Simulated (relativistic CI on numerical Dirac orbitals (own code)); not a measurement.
## Tb XXVII: q coefficients and field-shift factors

Method of calculation: Dirac-Coulomb-Breit CI, KLI orbitals optimised for each configuration, derivatives by finite differences, unscaled Slater integrals, QED left out (own radial code, finite nucleus).

Configurations in the expansion (outside the closed core [Ar] 3d10): 4s2 4p6 4d3, 4s2 4p5 4d4, 4s2 4p6 4d2 4f, 4s2 4p6 4d 4f2, 4s 4p6 4d4, 4p6 4d5, 4s2 4p6 4d2 5s, 4s2 4p6 4d 4f 5s. Levels of other configurations are missing.

With x = (α/α₀)² − 1 an excitation energy changes as ω = ω₀ + qx; K = 2q/ω₀ is the relative enhancement. Terms are leading LS components, so labels can repeat. The field-shift factor is F = δν/δ⟨r²⟩ for the transition from the lowest level.

Lowest level 4s2 4p6 4d3 4F_3/2.

| Level | ω₀ (cm⁻¹) | q (cm⁻¹) | K | F (GHz/fm²) |
| --- | --- | --- | --- | --- |
| 4s2 4p6 4d3 4F_5/2 | 49911 | 64820 | 2.6 | 1.2 |
| 4s2 4p6 4d3 4P_3/2 | 68943 | 58130 | 1.69 | 0.908 |
| 4s2 4p6 4d3 4F_7/2 | 73144 | 73530 | 2.01 | 1.37 |
| 4s2 4p6 4d3 4P_1/2 | 80044 | 62830 | 1.57 | 0.883 |
| 4s2 4p6 4d3 2G_9/2 | 80328 | 66750 | 1.66 | 1.38 |
| 4s2 4p6 4d3 4P_5/2 | 121522 | 90120 | 1.48 | 1.38 |
| 4s2 4p6 4d3 2G_7/2 | 127409 | 123400 | 1.94 | 2.25 |
| 4s2 4p6 4d3 4F_9/2 | 136130 | 131200 | 1.93 | 2.61 |
| 4s2 4p6 4d3 2D_3/2 | 145834 | 129800 | 1.78 | 2.01 |
| 4s2 4p6 4d3 2P_1/2 | 153152 | 131000 | 1.71 | 2.22 |
| 4s2 4p6 4d3 2H_11/2 | 164348 | 130900 | 1.59 | 2.81 |
| 4s2 4p6 4d3 2D_5/2 | 167561 | 119700 | 1.43 | 1.59 |
| 4s2 4p6 4d3 2F_5/2 | 176529 | 128400 | 1.45 | 2.1 |

At this charge energies of transitions that change n are usually good to better than 1 %, and those within a shell (Δn = 0) to a few per cent. Terms inside the open d or f shell come out 10 to 20 % too wide with unscaled integrals.
